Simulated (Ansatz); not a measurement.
Isolated molecules relaxed with PBE0-D4/def2-TZVP in Ansatz; ΔE leaves out vibrations. CBS: MP2 limit from def2 TZ/QZ plus the TZ coupled-cluster correction, frozen cores. DFT in def2-TZVPP. Each species was taken in one conformer, which may not be the lowest.

Reaction (isomerisation): `CB(C)OC=O` → `COC1(O)BC1`

CCSD(T)/CBS gives +4.26 eV.

Question: Another level gave +4.15 eV. Which?
A. PBE/def2-TZVPP
B. MP2/def2-TZVPP
C. HF/def2-TZVPP
D. r2SCAN-D4/def2-TZVPP

Answer: A. PBE 4.15, HF/def2-TZVPP 4.52, MP2/def2-TZVPP 4.35, r2SCAN-D4 4.29 eV.

Largest T1 diagnostic among the species: 0.014.

In def2-TZVPP, CCSD(T) changes the Hartree–Fock value by −0.20 eV (the triples alone add +0.01 eV) and MP2 by −0.17 eV.
